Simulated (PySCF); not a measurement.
Task: Give a PBE0-D3(BJ)/def2-SVP geometry of InChI=1S/C2H6GeO2S/c6-3-4-1-2-5-3/h3,6H,1-2H2.

Result: 
```xyz
12
C2H6GeO2S angstrom
S      2.8204    0.9760    0.7843
Ge     0.9398    1.0386   -0.3594
O     -0.5821    1.1077    0.5795
C     -1.1511   -0.1831    0.6043
C     -0.7648   -0.9102   -0.6880
O      0.5755   -0.5898   -1.0031
H      2.5180   -0.2207    1.3348
H      1.0008    2.1935   -1.3618
H     -0.7846   -0.7490    1.4837
H     -2.2456   -0.0937    0.6957
H     -0.8553   -2.0023   -0.5711
H     -1.4352   -0.5992   -1.5127
```

Orientation and origin are arbitrary. Atoms count from 1 in this order. S1 (sulfur bonded to Ge and H) is bent (angle 92.6°). O3 (oxygen bonded to C and Ge) is bent (angle 108.5°). The 5-membered ring Ge2–O3–C4–C5–O6 has internal angles of 92.9° to 108.6°; it is puckered, 0.15 Å rms from its mean plane, widest ring torsion 39°. Ge2 (germanium bonded to 2 O, S and H) has angles from 92.9° to 117.4°.

Bonds between heavy atoms (Å): S1–Ge2 2.202, Ge2–O3 1.790, O3–C4 1.411, C4–C5 1.532, C5–O6 1.414, Ge2–O6 1.789.

Method used: PySCF, PBE0-D3(BJ)/def2-SVP geometry optimisation, gas phase.

Point group: C1 (no symmetry element, even within 0.4 Å). Whether it is a minimum is left open (no frequencies). The numbers are those of one conformer (H–S1–Ge2–O3 64°, S1–Ge2–O3–C4 -101°, Ge2–O3–C4–C5 -30°, O3–C4–C5–O6 39°, C4–C5–O6–Ge2 -29°).
